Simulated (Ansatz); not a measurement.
Species: SiAsH6, charge 1, singlet. SiAsH6+ (SMILES [SiH3][AsH3+]).
B3LYP-D3(BJ)/def2-TZVP minimum from Ansatz (a first-principles code):
```xyz
8

Si    -1.6412     0.1612     0.2219
As     0.7500    -0.0737    -0.1014
H     -2.1735    -0.8854    -0.6613
H     -1.8743     1.5448    -0.2140
H     -1.7807    -0.0869     1.6633
H      1.2867    -1.4209     0.2707
H      1.5713     0.8912     0.6963
H      1.1976     0.1315    -1.5154
```
Charge +1, spin multiplicity 1.

Total energies in def2-TZVPP, 14 correlated electrons, 19 frozen orbitals. Open shells are spin-unrestricted; no spin-orbit coupling. Correlated methods leave the cores frozen (noble-gas shells, and filled d and f shells in the p block). No relativity.

| method | program | energy (Eh) | minus CCSDT(Q) (mEh) |
|---|---|---|---|
| HF | Ansatz | -2526.37710 | 329.10 |
| MP2 | Ansatz | -2526.64687 | 59.33 |
| CCSD | Ansatz | -2526.69508 | 11.11 |
| CCSD(T) | Ansatz | -2526.70454 | 1.66 |
| CCSDT(Q) | Ansatz | -2526.70620 | 0.00 |

Rough core times of Ansatz's runs on a shared machine: CCSD(T) 20 s, CCSDT(Q) 70 min.
